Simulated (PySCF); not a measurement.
N-dimethylsilylethanamine (C₄H₁₃NSi), SMILES C[SiH](C)NCC.

Geometry optimised at PBE0-D3(BJ)/def2-SVP. The values are those of a single conformer.

The numbers are results of TDA-PBE/def2-SVPD run with PySCF, not measurements.

Vertical excitations. Isolated molecule, no solvent.

Computed lowest excited states:
| state | energy (eV) | λ (nm) | f | main pairs |
|---|---|---|---|---|
| S1 | 4.99 | 248 | 0.027 | HOMO→LUMO 99 % |
| S2 | 5.51 | 225 | 0.001 | HOMO→LUMO+1 99 % |
| S3 | 5.79 | 214 | 0.051 | HOMO→LUMO+2 76 %, HOMO→LUMO+3 22 % |
| S4 | 5.85 | 212 | 0.018 | HOMO→LUMO+3 77 %, HOMO→LUMO+2 22 % |
| S5 | 6.39 | 194 | 0.033 | HOMO→LUMO+4 95 % |
| S6 | 6.52 | 190 | 0.030 | HOMO→LUMO+5 94 % |
| T1 | 4.88 | 254 | 0 | HOMO→LUMO 99 % |
| T2 | 5.36 | 232 | 0 | HOMO→LUMO+1 98 % |
Triplets are in the Tamm–Dancoff approximation.
